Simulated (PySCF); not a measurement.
SeHF, SMILES F[SeH]. Atoms are numbered in the order given.

```xyz
3

Se     0.0456    -0.3585     0.0000
H     -1.4236    -0.5179     0.0000
F     -0.0142     1.4118     0.0000
```
Charge 0, spin multiplicity 1.

Geometry: B3LYP-D3(BJ)/def2-TZVP.

All values below come from TDA-PBE0/def2-TZVPD run with PySCF 2.14.0.

Vertical excitations. Isolated molecule, no solvent. State labels are in the subgroup Cs.

### Question
List the lowest excited states. (Estimate from the structure and the level; the computed values follow.)

### Answer

| state | symmetry | energy (eV) | λ (nm) | f | main pairs |
|---|---|---|---|---|---|
| S1 | A" | 3.14 | 394 | 0.000 | HOMO→LUMO 99 % |
| S2 | A" | 5.52 | 225 | 0.019 | HOMO→LUMO+1 99 % |
| S3 | A' | 6.23 | 199 | 0.010 | HOMO−1→LUMO 95 % |
| S4 | A" | 7.11 | 174 | 0.020 | HOMO→LUMO+2 94 % |
| S5 | A" | 7.30 | 170 | 0.139 | HOMO→LUMO+4 88 % |
| S6 | A' | 7.41 | 167 | 0.014 | HOMO→LUMO+3 99 % |
| S7 | A" | 7.61 | 163 | 0.003 | HOMO→LUMO+5 98 % |
| S8 | A" | 8.02 | 155 | 0.026 | HOMO−2→LUMO 92 % |
| S9 | A' | 8.43 | 147 | 0.015 | HOMO→LUMO+6 50 %, HOMO−3→LUMO 38 % |
| S10 | A' | 8.62 | 144 | 0.007 | HOMO−3→LUMO 41 %, HOMO−1→LUMO+1 30 %, HOMO→LUMO+6 22 % |
| T1 | A" | 2.19 | 565 | 0 | HOMO→LUMO 99 % |
| T2 | A" | 4.93 | 251 | 0 | HOMO→LUMO+1 93 % |
| T3 | A' | 5.21 | 238 | 0 | HOMO−1→LUMO 97 % |
| T4 | A" | 6.66 | 186 | 0 | HOMO→LUMO+4 89 % |
Triplets are in the Tamm–Dancoff approximation.
